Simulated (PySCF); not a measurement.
B3LYP has the VWN-RPA correlation part, as in Gaussian. 

## C₅H₈, SMILES `C(=C\C)/C=C` (C–C–C–C torsion 180°) (charge 0, multiplicity 1)

The numbers are results of B3LYP-D3(BJ)/def2-TZVP (PySCF), not measurements.

```json
{
  "HOMO": "-6.26 eV",
  "dipole_moment": "0.67 D",
  "HOMO–LUMO gap": "5.45 eV",
  "LUMO": "-0.81 eV",
  "total_energy": "-5317.29 eV",
  "cost": "roughly 60 core-seconds"
}
```

```xyz
13

C     -2.6541     0.1574    -0.2426
C     -1.4865    -0.4398     0.0049
C     -0.1905     0.1935    -0.1458
C      0.9749    -0.4102     0.1036
C      2.3195     0.2213    -0.0444
H     -2.7003     1.1858    -0.5820
H     -3.5956    -0.3592    -0.1144
H     -1.4796    -1.4724     0.3441
H     -0.1905     1.2269    -0.4850
H      0.9601    -1.4437     0.4422
H      2.2409     1.2540    -0.3868
H      2.9375    -0.3299    -0.7599
H      2.8642     0.2164     0.9048
```
Charge 0, spin multiplicity 1.
